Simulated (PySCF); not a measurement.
**Cl⁻ (chlorine, charge -1): UHF calculation**

Configuration: [Ar], closed-shell 1S. Calculation: PySCF 2.14, in def2-QZVPPD (10s7p5d2f1g, 79 functions); no relativity, point nucleus.

| Quantity | Value |
| --- | --- |
| Total energy | -459.576608 hartree |
| One-electron energy | -641.1413 hartree |
| Hartree (Coulomb) energy | 209.3140 hartree |
| Exchange energy | -27.7494 hartree |
| Kinetic energy | 459.57695 hartree |
| ⟨S²⟩ | 0.0000 |
| ⟨L²⟩ | 0.000 |
| Sum of ⟨r⟩ | 18.88 bohr |
| Sum of ⟨r²⟩ | 38.46 bohr² |
| Density at the nucleus (Gaussians lack the cusp) | 3190 bohr⁻³ |
| Langevin diamagnetic susceptibility | -30.5 ×10⁻⁶ cm³/mol |

```csv
shell,electrons,mean orbital energy (eV),"rms radius, mean of both spins (bohr)"
1s,2,-2843.7,0.106
2s,2,-278.35,0.481
2p,6,-209.41,0.452
3s,2,-19.953,1.74
3p,6,-4.087,2.26
```
